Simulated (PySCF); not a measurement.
Question: What does the PBE0-D3(BJ)/def2-SVP structure of `C1CC[SiH2]C1` look like in three dimensions?

Answer: 
```xyz
15
C4H10Si angstrom
C     -0.632   -0.854   -0.296
C     -0.777    0.618    0.101
C      0.481    1.377   -0.351
Si     1.879    0.127   -0.038
C      0.729   -1.369    0.200
H     -1.469   -1.460    0.089
H     -0.674   -0.931   -1.397
H     -0.871    0.684    1.200
H     -1.698    1.059   -0.316
H      0.430    1.593   -1.432
H      0.609    2.341    0.163
H      2.818   -0.008   -1.197
H      2.695    0.431    1.179
H      1.055   -2.283   -0.317
H      0.679   -1.610    1.276
```

Any rigid rotation of these coordinates is as good. Atoms count from 1 in this order. Si4 (SiH2 silicon) has angles from 95.3° to 113.9°. The 5-membered ring C1–C2–C3–Si4–C5 has internal angles of 95.3° to 108.8°; it is puckered, 0.19 Å rms from its mean plane, widest ring torsion 51°.

Bonds between heavy atoms (Å): C1–C2 1.532, C2–C3 1.538, C3–Si4 1.901, Si4–C5 1.902, C1–C5 1.538.

Level of theory: PBE0-D3(BJ)/def2-SVP geometry optimisation, gas phase in PySCF 2.14.0.

Point group: C2 (every atom within 0.08 Å of its image). Not checked by PBE0-D3(BJ)/def2-SVP frequencies. One conformer, not necessarily the lowest (C5–C1–C2–C3 51°, C1–C2–C3–Si4 -37°, C2–C3–Si4–C5 14°, C3–Si4–C5–C1 12°).
